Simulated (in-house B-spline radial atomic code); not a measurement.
Tl⁺. Computed with a B-spline radial atomic code. Model: non-relativistic spherical atom: semilocal Troullier-Martins pseudo-atom, one channel per l, against all electrons, high spin, G0W0 and RPA with empty states to l = 8, local potential for every l without a channel, a model core (radius 0 = none) keeps its share of the functional.

The core holds an angular momentum without a channel of its own, so the local potential lets valence electrons into it.

Without relativity these are model numbers for so heavy an element.

What the tables leave out is listed at the end.

The pseudopotential gives back the lowest level of each angular momentum of its own functional in the configuration it was made in; a second state of the same l is only approximately right. Exact exchange, RPA and GW see the smooth pseudo-orbitals and miss the exchange with the core, for which the functional's share stands in. The column with an uncorrelated core keeps all orbitals and exact exchange, and so separates missing core correlation from pseudisation. Only the three outermost levels and the lowest empty one were computed. RPA here is direct RPA, with no exchange kernel, and its energies carry an (l + 1/2)⁻⁴ tail. A hybrid on a potential with a model core restores only its own semilocal share of the core's exchange.

Command:
```bash
python run_psgw.py task.json out
```
Settings (lengths in bohr, energies in hartree):
```
Z                      81
electrons              80
configuration          [Xe] 4f14 5d10 6s2
generated_in           [Xe] 4f14 5d10 6s2
functional             pbe,pbe
core_shells            12
radius_factor          0.9
core_correction        False
ion_configuration      [Xe] 4f14 5d10 6s1
```

Cost of the run: 76 s on 1 thread of Intel(R) Xeon(R) Platinum 8259CL CPU @ 2.50GHz (Skylake/Cascade Lake) (shared host).

Given: made with PBE; model core radius 0 bohr; local radius 1.22 bohr; mean-field start PBE.

Valence shells of the generating configuration: 5d, 6s.

Channel: s 2.061, p 2.518, d 0.991 (radii in bohr).

Computed: largest level miss in the spin-unpolarised generating configuration 0 eV; all-electron RPA polarisability, core included 24.91 bohr³; pseudo-atom RPA polarisability 24.902 bohr³; ionisation by mean-field all-electron 17.612 eV; ionisation by mean-field pseudo minus all -0.035 eV; ionisation by RPA all-electron 17.944 eV; ionisation by RPA pseudo minus all 0.756 eV.

```tsv
level	occupied	mean-field all-electron (eV)	mean-field pseudo minus all (eV)	G0W0 all-electron (eV)	G0W0 uncorrelated core minus all (eV)	G0W0 pseudo minus all (eV)	exchange self-energy all-electron (eV)	exchange self-energy pseudo (eV)
6s	1	-13.851	0	-17.838	0.086	-0.458	-13.255	-11.745
6p (empty)	0	-8.2569	0	-5.7849	0.047	-0.21	-4.0632	-3.4766
```

Task: What is the valence RPA correlation energy pseudo?

Result: -1.0987 hartree.

Task: What is the valence RPA correlation energy all-electron orbitals?

Result: -0.65036 hartree.

Given: mean-field start PBE0.

Computed: valence RPA correlation energy all-electron orbitals -0.61158 hartree; valence RPA correlation energy pseudo -1.054 hartree; all-electron RPA polarisability, core included 22.671 bohr³; ionisation by mean-field all-electron 17.306 eV; ionisation by RPA all-electron 17.77 eV; ionisation by RPA pseudo minus all 0.794 eV.

```csv
level,occupied,mean-field all-electron (eV),mean-field pseudo minus all (eV),G0W0 all-electron (eV),G0W0 uncorrelated core minus all (eV),G0W0 pseudo minus all (eV),exchange self-energy all-electron (eV),exchange self-energy pseudo (eV)
6s,1,-14.589,-0.208,-17.764,0.088,-0.621,-13.076,-11.82
5d,1,-27.605,1.007,-32.204,-0.246,2.649,-38.975,-23.221
6p (empty),0,-7.4912,-0.189,-5.739,0.044,-0.2,-3.7956,-3.4582
```

Task: What is the ionisation by mean-field pseudo minus all?

Result: 0.214 eV.

Task: What is the pseudo-atom RPA polarisability?

Result: 22.172 bohr³.

Given: mean-field start Hartree-Fock.

Computed: valence RPA correlation energy pseudo -0.93996 hartree; all-electron RPA polarisability, core included 19.541 bohr³; pseudo-atom RPA polarisability 18.109 bohr³; ionisation by mean-field all-electron 15.693 eV; ionisation by RPA all-electron 17.358 eV; ionisation by RPA pseudo minus all 0.894 eV.

```csv
level,occupied,mean-field all-electron (eV),mean-field pseudo minus all (eV),G0W0 all-electron (eV),G0W0 uncorrelated core minus all (eV),G0W0 pseudo minus all (eV),exchange self-energy all-electron (eV),exchange self-energy pseudo (eV)
6s,1,-15.942,-0.823,-17.553,0.086,-1,-12.285,-11.779
6p (empty),0,-4.917,-0.536,-5.6985,0.03,-0.271,-2.774,-3.1007
```

Task: What is the ionisation by mean-field pseudo minus all?

Result: 0.8 eV.

Task: What is the valence RPA correlation energy all-electron orbitals?

Result: -0.52036 hartree.

Among the listed levels the largest G0W0 shift of the pseudo-atom is +2.65 eV, for 5d on the PBE0 start, while leaving the core uncorrelated moves that level by -0.25 eV. So pseudisation and the lost core exchange, not the missing core correlation, make the error. Not in the tables (levels of low weight, unsolved or above zero; the highest and the empty levels are kept at any weight): on PBE the G0W0 levels 5d (pseudo minus all +2.59 eV, weights 0.82 and 0.76); on Hartree-Fock the G0W0 levels 5d (pseudo minus all +2.33 eV, weights 0.92 and 0.72).
